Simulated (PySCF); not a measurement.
**Excitation energy of Yb²⁺ by level of theory**

Yb²⁺ [Xe] 4f14 (1S) → Yb²⁺ [Xe] 4f13 5d1 (high-spin determinant), as a difference of total energies. Computed with PySCF 2.14 in x2c-TZVPPall, with the spin-free X2C one-electron Hamiltonian (Gaussian nucleus). Correlated levels: valence: [Kr] 4d10 frozen; valence and next inner shell: [Ar] 3d10 frozen. The calculations carry no spin-orbit coupling.

```json
{"method": "UHF", "excitation energy (eV)": "1.359"}
{"method": "MP2 (valence)", "excitation energy (eV)": "6.550"}
{"method": "SCS-MP2 (valence)", "excitation energy (eV)": "5.832"}
{"method": "MP2 (valence and next inner shell)", "excitation energy (eV)": "7.049"}
{"method": "SCS-MP2 (valence and next inner shell)", "excitation energy (eV)": "6.204"}
```

Question: How much does correlation contribute at MP2 (valence and next inner shell)?

Answer: 7.049 − (1.359) = 5.690 eV, measured against UHF.

The determinant of the upper state mixes LS terms, which raises its energy above the lowest term, most at the Hartree-Fock and MP2 levels.
